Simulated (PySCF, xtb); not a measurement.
Sn(I)(Me) (CH3ISn), SMILES [CH3][Sn][I] (connectivity only; charge and spin as stated), neutral, multiplicity 1.

Harmonic wavenumbers (cm⁻¹) from GFN2-xTB (xtb 6.7.1) at its own minimum, in rising order: 61, 122, 223, 456, 535, 618, 1269, 1461, 1466, 2937, 2950, 2958.

Question: What does PySCF 2.14.0 with B3LYP-D3(BJ)/def2-SVP give at its own minimum? (Estimate from the structure and the level; the computed values follow.)

Answer: 69, 126, 184, 465, 570, 685, 1177, 1417, 1418, 3020, 3122, 3131. Paired by order, the mean absolute difference is 65 cm⁻¹ and the zero-point energies are 21.5 and 22.0 kcal/mol.
